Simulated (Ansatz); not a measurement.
Consider the redistribution: `[CH3][SbH][SH]` + `F[SiH](F)S` → `[CH3][SbH2]` + `F[Si](F)(S)S`.

Gas-phase electronic energies from Ansatz, PBE0-D4/def2-TZVP geometries. CBS: MP2 limit from def2 TZ/QZ plus the TZ coupled-cluster correction, frozen cores. DFT in def2-TZVPP. Elements past krypton have def2 core potentials. For Sb outer-core shells are correlated without core-valence functions, which leaves a few kJ/mol of doubt a bond. One conformer a species, not always the lowest.

| level | ΔE (eV) |
| --- | --- |
| BHLYP-D4 | -0.10 |
| PBE-QIDH | -0.15 |

Question: What does CCSD(T)/CBS give? (An estimate is asked.)

Answer: Ansatz gave: -0.09 eV. The listed levels differ from it by -0.01, -0.06 eV.

Largest T1 diagnostic among the species: 0.013.

From BLYP to BHLYP (50 % exact exchange), in def2-TZVPP and without D4, ΔE moves by −0.05 eV. Leaving LDA and LC-ωPBE aside and taking each functional with its dispersion term where it has one, the values, not all of them listed here, spread over 0.14 eV, from B97M-V to BLYP-D4. LDA lies −0.10 eV from PBE without D4.
